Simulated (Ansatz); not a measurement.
**One arrangement of a pair**

The pair of NH$_{3}$ (SMILES N, atoms 1–4) and CH$_{3}$I (SMILES CI, atoms 5–9), both closed shells, in one local arrangement (a lower one may exist), relaxed at PBE0-D4/def2-TZVP:

N1  (-0.180, -0.038, -1.766)
H2  (0.357, -0.623, -2.395)
H3  (-0.916, -0.617, -1.376)
H4  (-0.627, 0.675, -2.329)
C5  (0.459, 0.264, 1.541)
I6  (-1.212, -1.029, 1.833)
H7  (0.556, 0.399, 0.465)
H8  (0.238, 1.196, 2.054)
H9  (1.325, -0.226, 1.974)
(Å)

Program: Ansatz 0.2.0. Basis: def2-TZVPPD, with def2-QZVPPD for the basis limit. Cores are frozen in the correlated methods. Filled d shells of the heavier atoms are correlated. Core potentials replace the inner electrons of the atoms past krypton. The def2 sets are not built for correlating such inner shells, so the correlated values are less sure here. B3LYP uses VWN-RPA correlation. Extrapolation: Hartree–Fock as exp(−7.88 √X), correlation as X^−2.97. Interaction energies count from these two fragments, frozen as in the pair, with the counterpoise correction; negative means bound.

What is the interaction energy by CCSD(T) at an estimated basis limit (MP2 extrapolated from triple and quadruple zeta, plus CCSD(T) − MP2 in triple zeta)? (Judge from chemistry; the value comes from the calculation.)

The calculation gives: -3.29 kcal/mol. Hartree–Fock alone gives -0.99 kcal/mol at the basis limit. It counts from the two fragments frozen as in the pair.

The same quantity by other methods in triple zeta, and each one's difference from that estimate:
| method | E_int (kcal/mol) | difference |
| --- | --- | --- |
| PBE-D4 | -3.72 | -0.42 |
| revPBE-D4 | -3.20 | 0.10 |
| BLYP-D4 | -3.20 | 0.10 |
| r2SCAN-D4 | -3.23 | 0.07 |
| B97M-V | -3.34 | -0.04 |
| PBE0-D4 | -3.61 | -0.31 |
| B3LYP-D4 | -3.37 | -0.08 |
| HSE06-D4 | -3.60 | -0.31 |
| wB97X-V | -3.23 | 0.07 |
| wB97M-V | -3.26 | 0.04 |
| B2PLYP | -2.34 | 0.95 |
| HF | -1.00 | 2.29 |
| MP2 | -3.05 | 0.25 |
| CCSD | -2.56 | 0.73 |
| CCSD(T) | -2.91 | 0.39 |
Differences are method less estimate.

Which atoms make the shortest contact between the fragments?

N1 and H7, 2.39 Å apart.

Basis-set superposition shift (counterpoise-corrected less uncorrected): CCSD(T) 0.68; MP2 0.67; HF 0.06; PBE0-D4 0.09; wB97M-V 0.12 kcal/mol.

No T1 diagnostic of these runs exceeds 0.009.

For scale, one of the runs: CCSD(T)/def2-TZVPPD, 235 basis functions, launched by `ansatz run in.yaml --threads 4 --pin off --events-out ev --progress --plain --max-ram 9574MiB`. Hardware: 4 CPU threads of an Intel Xeon Platinum 8488C, shared host. Wall time 91 s; peak host memory 4.8 GiB.
